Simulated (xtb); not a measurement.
A run for xtb: GFN2-xTB on PN, a point of a bond scan (R = 1.631 Å).

```
$ xtb mol.xyz --gfn 2 --sp --chrg 0 --uhf 0
2

P     -0.00000000    -0.00000000    -0.47178081
N      0.00000000     0.00000000     1.15923286
```

The log:

```
[...]
           -------------------------------------------------
          |                Calculation Setup                |
           -------------------------------------------------



           -------------------------------------------------
          |                 G F N 2 - x T B                 |
           -------------------------------------------------

        Reference                      10.1021/acs.jctc.8b01176
      * Hamiltonian:
        H0-scaling (s, p, d)           1.850000    2.230000    2.230000
        zeta-weighting                 0.500000
      * Dispersion:
        s8                             2.700000
        a1                             0.520000
        a2                             5.000000
        s9                             5.000000
      * Repulsion:
        kExp                           1.500000    1.000000
        rExp                           1.000000
      * Coulomb:
        alpha                          2.000000
        third order                    shell-resolved
        anisotropic                    true
        a3                             3.000000
        a5                             4.000000
        cn-shift                       1.200000
        cn-exp                         4.000000
        max-rad                        5.000000


          ...................................................
          :                      SETUP                      :
          :.................................................:
          :  # basis functions                  14          :
          :  # atomic orbitals                  13          :
          :  # shells                            5          :
          :  # electrons                        10          :
          :  max. iterations                   250          :
          :  Hamiltonian                  GFN2-xTB          :
          :  restarted?                      false          :
          :  GBSA solvation                  false          :
          :  PC potential                    false          :
          :  electronic temp.          300.0000000     K    :
          :  accuracy                    1.0000000          :
          :  -> integral cutoff          0.2500000E+02      :
          :  -> integral neglect         0.1000000E-07      :
          :  -> SCF convergence          0.1000000E-05 Eh   :
          :  -> wf. convergence          0.1000000E-03 e    :
          :  Broyden damping             0.4000000          :
          :  net charge                          0          :
          :  unpaired electrons                  0          :
          ...................................................

 iter      E             dE          RMSdq      gap      omega  full diag
   1     -5.1878745 -0.518787E+01  0.252E+01    3.79       0.0  T
   2     -4.9183664  0.269508E+00  0.200E+01    2.69       1.0  T
   3     -5.1550075 -0.236641E+00  0.186E+01    3.62       1.0  T
   4     -5.3750801 -0.220073E+00  0.347E+00    2.67       1.0  T
   5     -5.3764034 -0.132330E-02  0.277E+00    2.65       1.0  T
   6     -5.3777533 -0.134997E-02  0.822E-01    2.64       1.0  T
   7     -5.3771395  0.613813E-03  0.103E+00    2.59       1.0  T
   8     -5.3781922 -0.105264E-02  0.273E-01    2.62       1.0  T
   9     -5.3782359 -0.437468E-04  0.798E-02    2.61       1.0  T
  10     -5.3782418 -0.588514E-05  0.148E-02    2.61       4.8  T
  11     -5.3782420 -0.181025E-06  0.177E-03    2.62      39.8  T
  12     -5.3782420 -0.550205E-09  0.420E-04    2.62     168.5  T
  13     -5.3782420 -0.753637E-10  0.238E-04    2.62     296.7  T

   *** convergence criteria satisfied after 13 iterations ***

         #    Occupation            Energy/Eh            Energy/eV
      -------------------------------------------------------------
         1        2.0000           -0.6595713             -17.9478
         2        2.0000           -0.5327860             -14.4978
         3        2.0000           -0.4252497             -11.5716
         4        2.0000           -0.4252497             -11.5716
         5        2.0000           -0.4165452             -11.3348 (HOMO)
         6                         -0.3204359              -8.7195 (LUMO)
         7                         -0.3204359              -8.7195
         8                         -0.1170120              -3.1841
         9                         -0.0239060              -0.6505
        10                         -0.0239060              -0.6505
       ...                                ...                  ...
        13                          0.5898450              16.0505
      -------------------------------------------------------------
                  HL-Gap            0.0961093 Eh            2.6153 eV
             Fermi-level           -0.3684906 Eh          -10.0271 eV

 SCC (total)                   0 d,  0 h,  0 min,  0.007 sec
 SCC setup                      ...        0 min,  0.000 sec (  1.305%)
 Dispersion                     ...        0 min,  0.000 sec (  0.301%)
 classical contributions        ...        0 min,  0.000 sec (  0.211%)
 integral evaluation            ...        0 min,  0.000 sec (  6.787%)
 iterations                     ...        0 min,  0.002 sec ( 26.115%)
 molecular gradient             ...        0 min,  0.000 sec (  6.142%)
 printout                       ...        0 min,  0.000 sec (  2.124%)

         :::::::::::::::::::::::::::::::::::::::::::::::::::::
         ::                     SUMMARY                     ::
         :::::::::::::::::::::::::::::::::::::::::::::::::::::
         :: total energy              -5.359824483653 Eh    ::
         :: gradient norm              0.237733107150 Eh/a0 ::
         :: HOMO-LUMO gap              2.615268228706 eV    ::
         ::.................................................::
         :: SCC energy                -5.378241964799 Eh    ::
         :: -> isotropic ES            0.005871407117 Eh    ::
         :: -> anisotropic ES          0.006812681080 Eh    ::
         :: -> anisotropic XC          0.011602992779 Eh    ::
         :: -> dispersion             -0.000573338454 Eh    ::
         :: repulsion energy           0.018417481146 Eh    ::
         :: add. restraining           0.000000000000 Eh    ::
         :: total charge              -0.000000000000 e     ::
         :::::::::::::::::::::::::::::::::::::::::::::::::::::

           -------------------------------------------------
          |                Property Printout                |
           -------------------------------------------------

    * Orbital Energies and Occupations

         #    Occupation            Energy/Eh            Energy/eV
      -------------------------------------------------------------
         1        2.0000           -0.6595713             -17.9478
         2        2.0000           -0.5327860             -14.4978
         3        2.0000           -0.4252497             -11.5716
         4        2.0000           -0.4252497             -11.5716
         5        2.0000           -0.4165452             -11.3348 (HOMO)
         6                         -0.3204359              -8.7195 (LUMO)
         7                         -0.3204359              -8.7195
         8                         -0.1170120              -3.1841
         9                         -0.0239060              -0.6505
        10                         -0.0239060              -0.6505
        11                          0.0941764               2.5627
        12                          0.0941764               2.5627
        13                          0.5898450              16.0505
      -------------------------------------------------------------
                  HL-Gap            0.0961093 Eh            2.6153 eV
Note: The following floating-point exceptions are signalling: IEEE_DENORMAL
normal termination of xtb
             Fermi-level           -0.3684906 Eh          -10.0271 eV

     #   Z          covCN         q      C6AA      α(0)
     1  15 P        0.861     0.191   177.557    24.766
     2   7 N        0.861    -0.191    25.423     7.320

 Mol. C6AA /au·bohr⁶  :        333.016024
 Mol. C8AA /au·bohr⁸  :      14943.444933
 Mol. α(0) /au        :         32.085342


Wiberg/Mayer (AO) data.
largest (>0.10) Wiberg bond orders for each atom

 ---------------------------------------------------------------------------
     #   Z sym  total        # sym  WBO       # sym  WBO       # sym  WBO
 ---------------------------------------------------------------------------
     1  15 P    3.105 --     2 N    3.105
     2   7 N    3.105 --     1 P    3.105
 ---------------------------------------------------------------------------

Topologies differ in total number of bonds
Writing topology from bond orders to xtbtopo.mol

molecular dipole:
                 x           y           z       tot (Debye)
 q only:        0.000       0.000      -0.589
   full:        0.000       0.000      -0.853       2.168
molecular quadrupole (traceless):
                xx          xy          yy          xz          yz          zz
 q only:        0.382       0.000       0.382       0.000       0.000      -0.765
  q+dip:        0.164       0.000       0.164      -0.000       0.000      -0.327
   full:        1.455      -0.000       1.455       0.000      -0.000      -2.910


           -------------------------------------------------
          | TOTAL ENERGY               -5.359824483653 Eh   |
          | GRADIENT NORM               0.237733107150 Eh/α |
          | HOMO-LUMO GAP               2.615268228706 eV   |
           -------------------------------------------------

------------------------------------------------------------------------
------------------------------------------------------------------------
 total:
 SCF:
```

The run finished.

Cost: about 0.04 core-seconds (a rough figure).
